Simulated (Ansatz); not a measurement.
In₈N₈H₂₂, a nanocrystal cut from wurtzite InN (hydrogen-capped). The state is a triplet with charge 0. Geometry PBE-D4/def2-SVP, that of the neutral singlet; atoms count from 1.

```xyz
38

In    3.3641   -0.2909   -2.4634
N     3.1477    1.7465   -1.4939
N     1.4172   -1.1048   -1.7303
In    1.3960   -1.2685    0.4556
In    1.2831    2.3368   -0.4044
N     1.1182    0.8029    1.1459
N    -0.4999   -2.2541    0.9450
In   -0.6453   -2.6937    3.1304
In   -0.6811    1.1590    2.3372
N    -0.6474   -0.5301    3.8063
In   -0.2196   -0.0942   -2.7369
N    -0.3607    1.8223   -1.7203
N    -2.0407   -1.1348   -1.9498
In   -2.3628   -1.3791    0.2538
In   -2.3608    2.1729   -0.7577
N    -2.2551    0.6862    0.9241
H     4.6621   -1.0693   -1.6009
H     3.1988    0.0370   -4.1704
H     3.9361    1.8711   -0.8400
H     3.3153    2.4573   -2.2226
H     1.4080   -2.0820   -2.0726
H     2.8122   -2.0050    1.1545
H     1.4318    3.9867    0.1334
H     1.9082    0.9825    1.7890
H    -0.4380   -3.1887    0.5038
H     0.8766   -3.3402    3.6788
H    -2.2714   -3.2376    3.4603
H    -0.7672    2.6685    3.2018
H     0.1726   -0.3883    4.4162
H    -1.4522   -0.4026    4.4391
H    -0.2539   -0.0827   -4.4769
H    -0.3505    2.5372   -2.4684
H    -2.1250   -2.0560   -2.4060
H    -2.8503   -0.5933   -2.2973
H    -3.8492   -2.2382    0.5396
H    -2.3235    3.7679   -0.0458
H    -3.5522    1.5358   -1.8849
H    -3.1415    0.8634    1.4277
```

In the def2 sets In takes a core potential; there is no spin–orbit coupling. Single mean-field runs in def2-TZVP are fitted with def2-universal-jkfit. At PBE0-D4/def2-TZVP a singlet of charge 0 lies 4.76 eV below the triplet at the same geometry.

(1) Estimate the Mulliken populations of the heavy atoms from the PBE0/def2-TZVP orbitals of Ansatz.

(2) Where does the spin sit?

(3) And the Mayer bond orders between bonded heavy atoms (over 0.3)?

## Answers

(1) 
| atom | charge (e) | spin (α − β) |
| --- | --- | --- |
| In1 | 0.48 | 0.09 |
| N2 | -0.86 | 0.00 |
| N3 | -0.75 | 0.34 |
| In4 | 0.56 | 0.28 |
| In5 | 0.83 | 0.02 |
| N6 | -0.99 | 0.01 |
| N7 | -0.75 | 0.34 |
| In8 | 0.48 | 0.09 |
| In9 | 0.83 | 0.02 |
| N10 | -0.86 | 0.00 |
| In11 | 0.76 | 0.11 |
| N12 | -0.99 | 0.00 |
| N13 | -0.81 | 0.02 |
| In14 | 0.76 | 0.11 |
| In15 | 0.51 | 0.02 |
| N16 | -0.99 | 0.00 |
Mulliken values and Mayer orders depend strongly on the basis.

(2) Summed by element: In 0.72, N 0.71, H 0.57, of 2 unpaired in all. Largest on single atoms: N3 0.34, N7 0.34, In4 0.28.

(3) In1–N2 0.48 (2.27 Å); In1–N3 0.47 (2.23 Å); N2–In5 0.51 (2.24 Å); N3–In4 0.41 (2.19 Å); N3–In11 0.53 (2.17 Å); In4–N6 0.55 (2.20 Å); In4–N7 0.41 (2.19 Å); In5–N6 0.59 (2.19 Å); In5–N12 0.64 (2.17 Å); N6–In9 0.59 (2.19 Å); N7–In8 0.47 (2.23 Å); N7–In14 0.53 (2.17 Å); In8–N10 0.48 (2.27 Å); In9–N10 0.51 (2.24 Å); In9–N16 0.64 (2.17 Å); In11–N12 0.60 (2.17 Å); In11–N13 0.48 (2.24 Å); N12–In15 0.53 (2.25 Å); N13–In14 0.48 (2.24 Å); In14–N16 0.60 (2.17 Å); In15–N16 0.53 (2.25 Å).
